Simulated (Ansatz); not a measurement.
Molecule: SiOBr (charge 0, doublet). SMILES: O=[Si]Br
Geometry: optimised at B3LYP-D3(BJ)/def2-TZVP (Ansatz, a quantum-chemistry and plane-wave program).

Property: vertical ionisation energy to the singlet, in eV. Set-up: UHF or UKS for open shells; LANL2DZ with its own core potentials from Na on; each state is the SCF solution reached for its charge and spin; six Cartesian d functions in 6-31G* and its kin unless marked 5d; non-relativistic; no spin-orbit coupling; dispersion terms only where a functional's name holds one. First-principles rows: single points at B3LYP-D3(BJ) geometries (Ansatz).

```tsv
level	program	vertical ionisation energy to the singlet (eV)
B3LYP/STO-3G	Ansatz	6.77
B3LYP/3-21G	Ansatz	9.77
B3LYP/6-31G*	Ansatz	10.07
B3LYP/6-31G* with LANL2DZ past Ar	Ansatz	10.12
B3LYP/def2-TZVPD	Ansatz	10.10
```

No value to compare with is used here. The 4 habitual levels span 6.77 (B3LYP/STO-3G) to 10.12 eV (B3LYP/6-31G* with LANL2DZ past Ar); B3LYP/def2-TZVPD gives 10.10.

The sets are all those run for this method; left out are runs that failed, that the program found above a lower state of the same kind, or whose <S^2> lies over 0.5 above the pure value.
